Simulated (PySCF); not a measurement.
Delta-SCF ions had no search for a lower state. Excitations are Tamm–Dancoff values on a coarser integration grid. The basis has no diffuse functions, so Rydberg states are missing or too high.

**C3H6O, SMILES `C1(CC1)O` (H–O–C–C torsion 37°) (charge 0, multiplicity 1)**

Computed with PBE-D3(BJ)/def2-TZVP // B3LYP-D3(BJ)/def2-TZVP in PySCF.

| Property | Value |
|---|---|
| HOMO | -5.63 eV |
| dipole moment | 1.45 D |
| LUMO | 0.31 eV |
| HOMO–LUMO gap | 5.94 eV |
| S1 excitation (TDA) | 6.03 eV |
| S1 oscillator strength | 0.011 |
| T1 excitation (TDA) | 5.80 eV |
| S1–T1 gap (TDA) | 0.23 eV |
| vertical ionisation energy (Delta-SCF) | 9.27 eV |
| total energy | -192.9476 Ha |
| cost | around 80 core-seconds (rough) |

```xyz
10

O      1.7597    -0.4033     0.1005
C      0.4929    -0.0100     0.5563
C     -0.7653    -0.6092     0.0142
C     -0.4163     0.8435    -0.2690
H      1.7161    -0.5773    -0.8459
H      0.5446     0.1847     1.6188
H     -0.6693    -1.3090    -0.8069
H     -1.5792    -0.8297     0.6921
H     -0.0936     1.0866    -1.2740
H     -0.9897     1.6237     0.2138
```
